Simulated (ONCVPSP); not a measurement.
## N (Z = 7): one change to an ONCV potential, before and after

```
Element                 : nitrogen
Generator               : ONCVPSP 4.0.1
Type                    : optimised norm-conserving Vanderbilt (ONCV)
Functional              : PBE
Relativity              : scalar-relativistic
Frozen core             : [He]
Valence charge          : 5
Reference configuration : 2s1 2p4
Partial waves           : 2s: rc 0.70 bohr, ncon 3, nbas 6, qcut 7.8 1/bohr, 2 projectors, debl 3.4 Ha; 2p: rc 1.50 bohr, ncon 3, nbas 6, qcut 8.7 1/bohr, 2 projectors, debl 2.1 Ha; d scattering state at 0.05 Ha: rc 1.35 bohr, ncon 5, nbas 8, qcut 8 1/bohr, 2 projectors, debl 3.2 Ha
Local potential         : polynomial inside 0.55 bohr (lpopt 5, dvloc0 -1 Ha)
Core correction         : Teter function fitted to the true core (icmod 2), fcfact 0.55
```

All-electron outer shells of the reference configuration (PBE, scalar-relativistic, ld1.x):

| shell | level (eV) | outermost node (bohr) | outermost maximum (bohr) |
| --- | --- | --- | --- |
| 1s | -385.55 | – | 0.15 |
| 2s | -19.03 | 0.32 | 1.02 |
| 2p | -7.51 | – | 0.97 |

Change: s: nproj 1.

Cutoffs: the cutoffs (Ha) at which the residual kinetic energy of the hardest occupied pseudo-wave falls to 1 and 0.1 mHa per electron; they do not see the model core or the augmentation charge, which bear on the density cutoff. Errors are all-electron minus pseudo energies relative to the spin-unpolarised reference configuration.

Problem. Predict the effect on cutoff, ghosts and configuration errors.

Solution. The potential gets neither clearly harder nor softer (30 Ha and 175 Ha → 30 Ha and 175 Ha); the errors of the 4 common tests hardly move; the range in which the s phases agree narrows (upper end at the end of the scan → 2.3); neither file shows a bound ghost.

| quantity | base | changed |
| --- | --- | --- |
| cutoff, loose | 30 Ha | 30 Ha |
| cutoff, tight | 175 Ha | 175 Ha |
| bound ghosts | none | none |
| GHOST(+) flags under 300 eV | d at 164.2 eV | d at 164.2 eV |
| error for 2s2 2p3, meV [ΔE -11.51 eV] | +6.9 | +6.9 |
| error for 2s2 2p2, meV [ΔE 2.08 eV] | +57 | +58 |
| error for 2s2 2p1, meV [ΔE 30.94 eV] | +261 | +275 |
| error for 2s0 2p5, meV [ΔE 11.53 eV] | +3.9 | +3.9 |
| s: phases at 0.71 bohr within 0.05 rad from the reference energy up to (Ha; the scan ends near 5) | to the end of the scan | 2.3 |
| p: phases at 1.52 bohr within 0.05 rad from the reference energy up to (Ha; the scan ends near 5) | to the end of the scan | to the end of the scan |
| d: phases at 1.37 bohr within 0.05 rad from the reference energy up to (Ha; the scan ends near 5) | to the end of the scan | to the end of the scan |
| rms error of d²Exc/dni dnj with the model core, mHa | 1.77 | 1.77 |
